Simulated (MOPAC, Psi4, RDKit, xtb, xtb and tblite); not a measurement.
Two geometries of SMILES [SiH2]([SiH2]SC)[SeH] (CH8SSeSi2), singlet, relaxed at GFN2-xTB with one dihedral held; other torsions can differ between them too.

Structure A

```
13

C      0.7851     2.8831    -4.8199
S      0.4834     1.5464    -3.6286
Si     2.3003     1.6471    -2.4952
Si     2.0667     0.0674    -0.8280
Se     4.0803    -1.0429    -0.7974
H      0.9024     3.8224    -4.2888
H      1.6744     2.6599    -5.4008
H     -0.0824     2.9278    -5.4696
H      3.3984     1.4420    -3.4441
H      2.4190     3.0262    -2.0115
H      1.0528    -0.9717    -1.0039
H      1.9007     0.6215     0.5179
H      3.7340    -1.9694     0.2345
```

Structure B

```
13

C     -0.9504    -1.2273    -2.3999
S     -1.3934     0.0506    -1.1799
Si     0.1338    -0.3019     0.3003
Si     2.2428     0.1463    -0.5876
Se     2.0707     1.3420    -2.5439
H      0.0436    -1.0351    -2.7957
H     -0.9942    -2.2065    -1.9336
H     -1.6823    -1.1638    -3.1980
H     -0.2942     0.5853     1.3707
H     -0.0112    -1.6975     0.7139
H      2.9983    -1.0484    -0.9733
H      3.0829     0.9419     0.3071
H      0.6556     1.5809    -2.4349
```

Task: Which is lower in energy at the level DF-MP2 (frozen core)/cc-pVTZ // GFN2-xTB (Psi4 1.11), and by how much?

Result: B is lower, by 11.80 kJ/mol (dihedral S2–Si3–Si4–Se5: 135° in A, 15° in B).

E(B) − E(A) in kJ/mol at the other levels, on the same two geometries: GFN2-xTB (xtb and tblite) 3.50; PBE0/def2-TZVP // GFN2-xTB (Psi4) -8.01; PBE0-D3(BJ)/def2-TZVP // GFN2-xTB (Psi4) -12.80; PBE/def2-TZVP // GFN2-xTB (Psi4) -9.70; PBE-D3(BJ)/def2-TZVP // GFN2-xTB (Psi4) -14.52; wB97X-D/def2-TZVP // GFN2-xTB (Psi4) -10.21; HF/cc-pVTZ // GFN2-xTB (Psi4) 1.76; UFF // GFN2-xTB (RDKit) -1.15; PM6, restricted, heats of formation // GFN2-xTB (MOPAC) 8.73; PM7, restricted, heats of formation // GFN2-xTB (MOPAC) 12.75; GFN1-xTB // GFN2-xTB (xtb) 1.27.
